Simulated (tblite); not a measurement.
Run record: tight-binding relaxation, `CC#C[CH2][Ge@@H]1[CH]=C[CH2]1`.

Computed with GFN2-xTB geometry optimisation, gas phase (tblite 0.8.0). Start geometry: from a force field or distance geometry. The command runs a driver script over a list of jobs; the input below is this job's line of settings and its coordinates in Å.

Command:
```bash
OMP_NUM_THREADS=1 python probes_run.py task.json out
```

Input:
```
{"job": {"kind": "relax", "xc": "GFN2-xTB", "basis": "xTB"}, "charge": 0, "multiplicity": 1}
C      3.074800     0.852200    -0.653800
C      2.015200     0.022200    -0.076600
C      1.164000    -0.673800     0.417300
C      0.097100    -1.493000     0.985100
Ge    -1.637200    -0.961700     0.295600
C     -1.551000    -0.403800    -1.564500
C     -1.722300     0.961300    -1.327900
C     -1.847000     0.841900     0.170000
H      3.763400     0.218800    -1.244100
H      3.625700     1.362100     0.160600
H      2.599700     1.613700    -1.316400
H      0.279000    -2.566800     0.738400
H      0.093500    -1.381200     2.106700
H     -2.895000    -1.776800     0.659200
H     -1.399200    -0.962700    -2.471100
H     -1.764500     1.817400    -1.973800
H     -1.041400     1.391600     0.690200
H     -2.863600     1.144700     0.506900
```

Q: Give the output.

A: 
```
step      E/eV     max force
  0    -593.93955    5.354
  1    -594.46538    2.345
  2    -594.60045    1.189
  3    -594.71422    1.197
  4    -594.73563    3.650
  5    -594.84606    0.642
  6    -594.88376    0.774
  7    -594.92285    0.539
  8    -594.93321    0.313
  9    -594.94382    0.265
... (66 lines left out)
 76    -594.99321    0.035
 77    -594.99335    0.031
 78    -594.99343    0.025
 79    -594.99347    0.024
 80    -594.99351    0.021
 81    -594.99359    0.019
 82    -594.99363    0.016
 83    -594.99366    0.013
 84    -594.99367    0.010
 85    -594.99368    0.008
```

«max force» is the largest atomic force in eV/Å.

Q: From which step on does the largest force stay under 0.1 eV/Å, and how much energy is left to gain from there?

A: From step 21 (0.068 eV/Å), 12.9 meV above the end.

Main results: energy lowered by 24.3 kcal/mol over 85 steps; largest atomic force 0.008 eV/Å at the end.

Q: Give the final coordinates.

A: 0.243 Å rms from the input after alignment:
```
atom  x, y, z in Å
C1     3.2042    0.8124   -0.5268
C2     2.1380   -0.0175   -0.0061
C3     1.2795   -0.7266    0.4402
C4     0.2164   -1.5545    0.9496
Ge5   -1.5739   -0.9564    0.2386
C6    -1.7543   -0.4331   -1.6499
C7    -1.9792    0.8466   -1.3539
C8    -1.9550    1.0216    0.1380
H9     3.9137    0.2017   -1.0853
H10    3.7308    1.3052    0.2905
H11    2.7945    1.5726   -1.1919
H12    0.3795   -2.5945    0.6594
H13    0.1876   -1.5039    2.0401
H14   -2.6753   -1.8495    0.8316
H15   -1.7066   -0.8624   -2.6376
H16   -2.1553    1.6616   -2.0438
H17   -1.1578    1.6869    0.4689
H18   -2.8955    1.3964    0.5402
```

Time: 1.9 s of wall time. Hardware: Intel Xeon at 2.50 GHz, one thread, no GPU (shared host).
Labels such as C1 count atoms from 1, the log's own numbers from 0.
